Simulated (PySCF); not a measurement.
**Basis and Hamiltonian dependence of the excitation energy of Tc⁺**

Tc⁺ [Kr] 4d5 5s1 (7S) → Tc⁺ [Kr] 4d6 (5D). Calculated with PySCF 2.14 from differences of total energies of unrestricted determinants, without spin-orbit coupling. Values in eV.

| basis | Hamiltonian | functions | UHF | LDA | PBE0 | MP2 (valence) | CCSD(T) (valence) | CCSD(T) (valence and next inner shell) |
| --- | --- | --- | --- | --- | --- | --- | --- | --- |
| aug-cc-pVDZ-PP with ECP28MDF | ECP | 54 | 1.479 | 0.718 | 0.647 | 0.909 | 0.856 | n/a |
| def2-TZVPPD with the def2 core potential (28 electrons) | ECP | 56 | 1.509 | 0.770 | 0.693 | 0.790 | 0.745 | 0.908 |
| x2c-TZVPPall | spin-free X2C | 79 | 1.441 | 0.492 | 0.523 | 0.683 | 0.645 | 0.767 |
| def2-QZVPPD with the def2 core potential (28 electrons) | ECP | 88 | 1.495 | 0.776 | 0.695 | 0.724 | 0.692 | 0.855 |
| x2c-TZVPPall with one added diffuse shell each of s, p, d, f type | spin-free X2C | 95 | 1.440 | 0.495 | 0.525 | 0.678 | 0.643 | 0.763 |
| aug-cc-pVTZ-PP with one added diffuse shell each of s, p, d, f, g type with ECP28MDF | ECP | 113 | 1.497 | 0.777 | 0.692 | 0.749 | n/a | n/a |
| x2c-QZVPPall | spin-free X2C | 118 | 1.443 | 0.520 | 0.548 | 0.655 | n/a | n/a |

Frozen in the all-electron rows: valence and next inner shell: [Ar] 3d10; valence: [Kr]; with a core potential, the same shells as far as they lie outside it.
